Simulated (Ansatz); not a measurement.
Geometry optimisation, RKS B3LYP-D4/6-31G in Ansatz.

Input:

```yaml
crystal:
  periodic: [false, false, false]
  atoms:
    - { symbol: "N", position_ang: [-0.802, 2.2689, 0.1813] }
    - { symbol: Al, position_ang: [-0.7081, 0.4182, -0.0443] }
    - { symbol: "N", position_ang: [0.9285, -0.3537, -0.5832] }
    - { symbol: P, position_ang: [1.4999, -1.5153, 0.7096] }
    - { symbol: H, position_ang: [-1.1695, 2.4762, 1.131] }
    - { symbol: H, position_ang: [-1.619, 2.6462, -0.4645] }
    - { symbol: H, position_ang: [-1.9433, -0.5116, 0.2304] }
    - { symbol: H, position_ang: [0.8267, -0.8794, -1.4527] }
    - { symbol: H, position_ang: [0.5151, -2.5481, 0.3088] }
    - { symbol: H, position_ang: [2.5549, -2.0527, -0.0134] }
basis:
  gaussian: { orbitals: "6-31G" }
hamiltonian:
  xc: b3lyp
  dispersion: d4
relax:
  f_tol: 0.015
  max_steps: 40
```

Run as:

```bash
$ ansatz run input.yaml --threads 1 --pin off --max-ram 2048MiB --backend cpu --events-out ev --progress --plain --runs-dir out
```

Where does it end, and by what steps?

The run converged. The force dipped under the threshold on the way, but the program's further checks kept it going. Limits of this set-up: no polarisation functions. After 16 steps the energy has fallen by 1.833 eV; H7 moved furthest, 1.57 Å.

```json
{"step": "0", "energy less start (eV)": "0.0000", "largest force component (eV/Å)": "2.968", "accepted": "yes"}
{"step": "1", "energy less start (eV)": "-0.4769", "largest force component (eV/Å)": "1.878", "accepted": "yes"}
{"step": "2", "energy less start (eV)": "-0.8593", "largest force component (eV/Å)": "0.896", "accepted": "yes"}
{"step": "3", "energy less start (eV)": "-1.0418", "largest force component (eV/Å)": "0.707", "accepted": "yes"}
{"step": "4", "energy less start (eV)": "-1.1944", "largest force component (eV/Å)": "1.314", "accepted": "yes"}
{"step": "5", "energy less start (eV)": "-1.3488", "largest force component (eV/Å)": "1.271", "accepted": "yes"}
{"step": "6", "energy less start (eV)": "-1.4987", "largest force component (eV/Å)": "0.983", "accepted": "yes"}
{"step": "7", "energy less start (eV)": "-1.6342", "largest force component (eV/Å)": "0.624", "accepted": "yes"}
{"step": "8", "energy less start (eV)": "-1.7266", "largest force component (eV/Å)": "0.373", "accepted": "yes"}
{"step": "9", "energy less start (eV)": "-1.7917", "largest force component (eV/Å)": "0.199", "accepted": "yes"}
{"step": "10", "energy less start (eV)": "-1.8203", "largest force component (eV/Å)": "0.086", "accepted": "yes"}
{"step": "11", "energy less start (eV)": "-1.8253", "largest force component (eV/Å)": "0.267", "accepted": "yes"}
{"step": "12", "energy less start (eV)": "-1.8246", "largest force component (eV/Å)": "0.405", "accepted": "no"}
{"step": "13", "energy less start (eV)": "-1.8315", "largest force component (eV/Å)": "0.071", "accepted": "yes"}
{"step": "14", "energy less start (eV)": "-1.8326", "largest force component (eV/Å)": "0.055", "accepted": "yes"}
{"step": "15", "energy less start (eV)": "-1.8331", "largest force component (eV/Å)": "0.005", "accepted": "yes"}
{"step": "16", "energy less start (eV)": "-1.8332", "largest force component (eV/Å)": "0.006", "accepted": "yes"}
```

```xyz
10
Properties=species:S:1:pos:R:3
N -1.152 2.074 -0.110
Al -0.794 0.435 0.530
N 0.549 -0.501 -0.239
P 1.022 -2.147 0.303
H -1.886 2.664 0.259
H -0.663 2.529 -0.870
H -1.637 -0.167 1.734
H 1.086 -0.120 -1.012
H 1.089 -2.834 -0.982
H 2.469 -1.984 0.391
```

Time of the run: 44 s on 1 thread of Arm Neoverse V2, on a shared host, peak memory 0.13 GiB.
